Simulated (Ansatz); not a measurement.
TaSe2⁺. Total charge 1; singlet. Geometry r2SCAN-D4/def2-TZVP.

```xyz
3

Ta    0.7084   -0.3231    0.4748
Se    0.6783    1.4917   -0.8728
Se   -1.3867   -1.1686    0.3980
```

In the def2 sets Ta takes a core potential; there is no spin–orbit coupling. This restricted singlet of an open-shell metal (gap down to 0.31 eV) wasn't tested against broken symmetry. The structure comes from a short search, and lower isomers may exist.

(1) Estimate the orbital energies around the gap (eV) in Ansatz with PBE-D4/def2-SVP, PBE-D4/def2-TZVP, r2SCAN-D4/def2-TZVP, PBE0-D4/def2-SVP, PBE0-D4/def2-TZVP.

Answers

(1) 
| orbital | PBE-D4/def2-SVP | PBE-D4/def2-TZVP | r2SCAN-D4/def2-TZVP | PBE0-D4/def2-SVP | PBE0-D4/def2-TZVP |
| --- | --- | --- | --- | --- | --- |
| HOMO−9 | -44.62 | -44.59 | -46.02 | -47.67 | -47.62 |
| HOMO−8 | -44.40 | -44.35 | -45.77 | -47.48 | -47.40 |
| HOMO−7 | -21.86 | -21.74 | -22.35 | -23.83 | -23.69 |
| HOMO−6 | -21.49 | -21.39 | -21.98 | -23.43 | -23.30 |
| HOMO−5 | -13.18 | -13.08 | -13.34 | -14.36 | -14.24 |
| HOMO−4 | -12.78 | -12.68 | -12.97 | -13.97 | -13.85 |
| HOMO−3 | -12.72 | -12.65 | -12.90 | -13.85 | -13.75 |
| HOMO−2 | -12.49 | -12.39 | -12.64 | -13.53 | -13.40 |
| HOMO−1 | -12.34 | -12.26 | -12.49 | -13.32 | -13.23 |
| HOMO | -10.88 | -10.85 | -11.06 | -11.86 | -11.81 |
| LUMO | -10.57 | -10.49 | -10.20 | -9.60 | -9.50 |
| LUMO+1 | -9.50 | -9.49 | -9.41 | -8.79 | -8.73 |
| LUMO+2 | -8.86 | -8.91 | -8.81 | -8.23 | -8.25 |
| LUMO+3 | -8.59 | -8.53 | -8.48 | -7.88 | -7.80 |
| LUMO+4 | -7.41 | -7.50 | -7.39 | -6.80 | -6.86 |
| LUMO+5 | -6.41 | -6.57 | -6.35 | -5.77 | -5.90 |
